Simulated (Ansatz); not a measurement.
Compare A (`BC1OCC1=N`) with its isomer B (`NB(O)C1C=C1`).

Gas-phase electronic energies from Ansatz, PBE0-D4/def2-TZVP geometries. CCSD(T)/CBS is the MP2 limit (def2-TZVPP, def2-QZVPP) plus CCSD(T) − MP2 in def2-TZVPP, frozen cores. DFT in def2-TZVPP. B3LYP here is the variant with VWN-RPA as its local correlation; programs differ in this. One conformer a species, not always the lowest.

Question: Which isomer does CCSD(T)/CBS put lower? Give the gap. (An estimate is asked.)

Answer: Ansatz gave: B, by 68.0 kcal/mol.

Question: Give E(B) − E(A) in kcal/mol with B3LYP, HF/def2-TZVPP, MP2/def2-TZVPP, CCSD/def2-TZVPP, PBE-D4, ωB97M-V, r2SCAN-D4. (Best estimate.)

Answer: Computed: B3LYP -64.4, HF/def2-TZVPP -61.6, MP2/def2-TZVPP -70.7, CCSD/def2-TZVPP -65.5, PBE-D4 -62.8, ωB97M-V -65.9, r2SCAN-D4 -65.5. None reverses the order clearly.

Largest T1 diagnostic: 0.013.

From PBE to PBE0 (25 % exact exchange), in def2-TZVPP and without D4, E(B) − E(A) moves by −1.6 kcal/mol. In def2-TZVPP, CCSD(T) changes the Hartree–Fock value by −3.9 kcal/mol (the triples alone add −0.0 kcal/mol) and MP2 by −9.1 kcal/mol.
